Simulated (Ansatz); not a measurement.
`NB([SiH3])C[SiH3]` + `O[SiH2][SiH3]` → `[SiH3]O[SiH2][SiH3]` + `CB(N)[SiH3]`  (ligand exchange at the Si–C bond)

Program: Ansatz. Geometries: PBE0-D4/def2-TZVP. ΔE: electronic, gas phase. CCSD(T)/CBS is the MP2 limit (def2-TZVPP, def2-QZVPP) plus CCSD(T) − MP2 in def2-TZVPP, frozen cores. DFT in def2-TZVPP. B3LYP here is the variant with VWN-RPA as its local correlation; programs differ in this. One conformer a species, not always the lowest.

(1) Is it downhill or uphill in electronic energy at CCSD(T)/CBS, and by how much? (An estimate is asked.)

(2) What do these levels give: PBE0-D4, B3LYP-D4, PBE0, B3LYP, SCS-MP2/def2-QZVPP, HF/CBS(def2)? (Best estimate.)

Largest T1 diagnostic among the species: 0.013.

Answers

(1) Ansatz gave: Downhill: ΔE = -23.6 kcal/mol.

(2) Computed: PBE0-D4 -21.3, B3LYP-D4 -24.5, PBE0 -21.6, B3LYP -24.9, SCS-MP2/def2-QZVPP -25.1, HF/CBS(def2) -30.0 kcal/mol.

From PBE to PBE0 (25 % exact exchange), in def2-TZVPP and without D4, ΔE moves by −1.3 kcal/mol. In def2-TZVPP, CCSD(T) changes the Hartree–Fock value by +6.1 kcal/mol (the triples alone add +0.9 kcal/mol) and MP2 by +6.0 kcal/mol.
